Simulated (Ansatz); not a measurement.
Cost and result for the atomization energy of Cl2H4O2Si2, SMILES `O[SiH2][Si](O)(Cl)Cl` (10 atoms, 9 bonds).

```xyz
10

O    -0.076    1.089   -1.999
Si   -0.950    0.115   -0.999
Si    0.161   -0.175    1.042
O     1.694   -0.611    0.689
Cl    0.182    1.532    2.187
Cl   -0.754   -1.623    2.179
H     0.840    0.855   -2.153
H    -2.251    0.785   -0.773
H    -1.173   -1.240   -1.576
H     2.327   -0.727    1.402
```

Charge 0, multiplicity 1. All single points use the PBE0-D4/def2-TZVP geometry. It is one conformer, not always the lowest. Program: Ansatz. All runs use 2 threads of an AMD EPYC 7R13 on a shared host and a share of an NVIDIA H100 80 GB. Times are those of one run each, without the atoms' runs, and a repeat can differ threefold. Electronic energies, without spin–orbit coupling; frozen cores. CCSD(T)/CBS adds CCSD(T) − MP2 in def2-TZVPP to the MP2 limit, and its time is that of the two runs behind it. T1 = 0.011. B3LYP takes the VWN-RPA correlation (the form of Gaussian; ORCA's B3LYP/G).

CCSD(T)/CBS is a level of theory with its own doubt, some kJ/mol a heavy atom from the limit and from the frozen cores, so smaller differences don't rank the functionals.

| level | functions | wall time | atomization (kJ/mol) | difference from CCSD(T)/CBS | per bond |
| --- | --- | --- | --- | --- | --- |
| PBE0-D4/def2-TZVPP | 286 | 2.3 s | 3505.1 | -52.4 | -5.8 |
| B2PLYP/def2-TZVPP | 286 | 2.4 s | 3473.6 | -83.9 | -9.3 |
| ωB97X-V/def2-TZVPP | 286 | 2.6 s | 3558.1 | 0.6 | 0.1 |
| PBE-D4/def2-TZVPP (with forces) | 286 | 2.7 s | 3569.8 | 12.3 | 1.4 |
| B3LYP-D4/def2-TZVPP (with forces) | 286 | 2.8 s | 3502.7 | -54.8 | -6.1 |
| MP2/def2-QZVPP | 514 | 3 s | 3610.2 | 52.7 | 5.9 |
| ωB97M-V/def2-TZVPP (with forces) | 286 | 3.3 s | 3552.4 | -5.1 | -0.6 |
| r2SCAN-D4/def2-TZVPP (with forces) | 286 | 3.4 s | 3552.6 | -4.9 | -0.5 |
| CCSD(T)/def2-TZVPP | 286 | 3.7 s | 3430.4 | -127.1 | -14.1 |
| CCSD(T)/CBS(def2) | – | 6.7 s | 3557.5 | 0.0 | 0.0 |

In def2-TZVPP, CCSD(T) changes the Hartree–Fock value by +889.5 kJ/mol (the triples alone add +60.2 kJ/mol) and MP2 by +993.4 kJ/mol; breaking electron pairs costs correlation energy, which Hartree–Fock lacks. From PBE to PBE0 (25 % exact exchange), in def2-TZVPP and without D4, the atomization energy moves by −60.2 kJ/mol: exact exchange takes away binding that semilocal exchange gives to molecules. The D4 term adds +52.2 kJ/mol with B3LYP and +27.7 kJ/mol with PBE0; it sums over pairs of atoms, weighted by their polarisabilities, and B3LYP, whose exchange is more repulsive, gets the larger term.
